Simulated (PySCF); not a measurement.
Correlation energy of I²⁺ (iodine, charge +2)

Starting occupation: [Kr] 4d10 5s2 5p3, 5p3/2 with m_j = -1/2, +1/2, +3/2. Computed with PySCF 2.14 in x2c-TZVPall-2c with one added diffuse shell each of s, p, d, f type (9s10p6d3f, 90 functions), with X2C-1e with screened-nucleus spin-orbit coupling, Gaussian nucleus. Frozen: [Ar] 3d10; 23 electrons correlated; the 6 highest virtual spinors left out.

MP2 pair energies summed by pair of shells (mhartree):

```tsv
pair	energy	share (%)
4d-4d	-254.56	43.8
4d-4p	-68.76	11.8
4d-5p	-63.65	10.9
4d-5s	-57.08	9.8
5p-5s	-40.38	6.9
4p-4p	-29.07	5.0
4d-4s	-17.74	3.1
5p-5p	-14.30	2.5
4p-4s	-10.02	1.7
4p-5s	-8.51	1.5
5s-5s	-7.48	1.3
4p-5p	-6.19	1.1
4s-4s	-2.24	0.4
4s-5p	-0.86	0.1
4s-5s	-0.73	0.1
```

Total MP2 correlation energy: -581.56 mhartree.

The GHF reference relaxed away from the jj start to a determinant that is no pure jj level (⟨S²⟩ = 3.60, ⟨J²⟩ = 3.76); the energies belong to that determinant.

This basis was not built for core-valence correlation, so the inner-shell part is incomplete.
